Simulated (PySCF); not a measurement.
A PySCF script (with the pyscf-properties extension) for the NMR shieldings of `InChI=1S/C5H11NO2/c1-6(2)5(7)4-8-3/h4H2,1-3H3`, on a GFN2-xTB geometry:

```python
import basis_set_exchange as bse
import numpy as np
from pyscf import gto, dft
from pyscf.prop import nmr

atoms = """
C     2.391547   -0.763396   -0.507694
O     1.445726   -1.245266    0.417893
C     0.941151   -0.237959    1.267092
C     0.094293    0.829635    0.559692
O     0.408975    2.005048    0.625875
N    -0.992542    0.407383   -0.116886
C    -1.856866    1.384800   -0.739986
C    -1.464338   -0.954326   -0.182131
H     1.955813   -0.008777   -1.171256
H     2.713648   -1.622166   -1.093050
H     3.254102   -0.323521    0.005656
H     0.337772   -0.747133    2.023927
H     1.763606    0.293943    1.765453
H    -1.426365    2.371195   -0.580479
H    -1.938013    1.189711   -1.811408
H    -2.853551    1.345711   -0.294736
H    -1.795479   -1.165267   -1.201126
H    -2.315039   -1.097837    0.492578
H    -0.674245   -1.652529    0.075030
"""
names = dict.fromkeys(["C", "O", "N", "H"], "pcSseg-1")
basis = {el: gto.basis.parse(bse.get_basis(n, elements=[el], fmt="nwchem")) for el, n in names.items()}
mol = gto.M(atom=atoms, basis=basis, charge=0, verbose=0)
mf = dft.RKS(mol, xc="PBE0")
mf.grids.level = 2
mf.grids.alignment = dft.numint.BLKSIZE   # the property module wants whole blocks of grid points
mf.conv_tol = 1e-9
mf.kernel()

calc = nmr.RKS(mf)   # GIAO
C = mf.mo_coeff
Co = C[:, mf.mo_occ > 0]
resp = mf.gen_response(singlet=True, hermi=2)
def vind(x):   # induced exchange potential for any number of trial vectors
    d = np.einsum("pi,xij,qj->xpq", C, 2 * x.reshape(-1, C.shape[1], Co.shape[1]), Co, optimize=True)
    return np.einsum("xpq,pi,qj->xij", resp(d - d.transpose(0, 2, 1)), C, Co, optimize=True).ravel()
mo1, _ = nmr.rhf.solve_mo1(calc, with_cphf=vind)
sigma = calc.kernel(mo1)
for i, s in enumerate(sigma):   # ppm
    w = np.linalg.eigvalsh((s + s.T) / 2)
    print("%2d %-2s iso %8.1f  s11 %8.1f  s22 %8.1f  s33 %8.1f" % (i, mol.atom_pure_symbol(i), w.mean(), *w))
```

**Question.** What are the results?

**Answer.** 
```
 0 C  iso    127.1  s11     95.2  s22    103.8  s33    182.1
 1 O  iso    308.0  s11    269.6  s22    314.6  s33    339.8
 2 C  iso    108.5  s11     81.6  s22    102.4  s33    141.5
 3 C  iso     16.6  s11    -67.5  s22     24.8  s33     92.4
 4 O  iso   -102.5  s11   -417.2  s22   -197.1  s33    306.7
 5 N  iso    146.7  s11     34.7  s22    176.6  s33    228.7
 6 C  iso    151.7  s11    126.2  s22    143.6  s33    185.4
 7 C  iso    150.6  s11    131.1  s22    135.3  s33    185.4
 8 H  iso     28.3  s11     24.2  s22     27.7  s33     33.1
 9 H  iso     27.9  s11     24.1  s22     25.4  s33     34.2
10 H  iso     28.4  s11     24.9  s22     25.7  s33     34.5
11 H  iso     27.2  s11     25.1  s22     26.4  s33     30.1
12 H  iso     27.9  s11     23.5  s22     28.0  s33     32.0
13 H  iso     26.9  s11     21.6  s22     27.4  s33     31.6
14 H  iso     29.5  s11     24.8  s22     27.7  s33     36.1
15 H  iso     29.5  s11     24.9  s22     27.4  s33     36.3
16 H  iso     29.1  s11     25.4  s22     27.0  s33     35.0
17 H  iso     29.0  s11     25.0  s22     26.4  s33     35.7
18 H  iso     27.2  s11     21.0  s22     28.6  s33     31.8
```

These numbers come from an equivalent density-fitted implementation of the same equations, which agrees with the script to about 0.01 ppm for H and up to a few tenths of a ppm for heavy atoms, so last digits may differ.

**Question.** Turn these shieldings into chemical shifts. Referencing at the same level of theory: ¹³C (186.93 ppm), ¹H (31.72 ppm) vs TMS; ¹⁷O (336.08 ppm) vs H2O; ¹⁵N (267.73 ppm) against NH3.

**Answer.** Averaging equivalent atoms: C 3: 170.4; C 2: 78.4; C 0: 59.9; C 7: 36.3; C 6: 35.2; O 4: 438.6; O 1: 28.1; N 5: 121.1; H 11/12: 4.20; H 8/9/10: 3.51; H 16/17/18: 3.29; H 13/14/15: 3.08 ppm. Unscaled 17O shifts of doubly bonded oxygen tend to come out too high, by tens of ppm or more. Experimental scales use liquid or dissolved standards, which lie at an offset from isolated NH3 (liquid NH3: subtract about 20 ppm) and H2O (liquid H2O: subtract about 36 ppm).

Size and cost of the density-fitted run: 191 basis functions, 31 s wall time on 1 thread of an Arm Neoverse V2, shared host; peak memory 0.85 GiB.
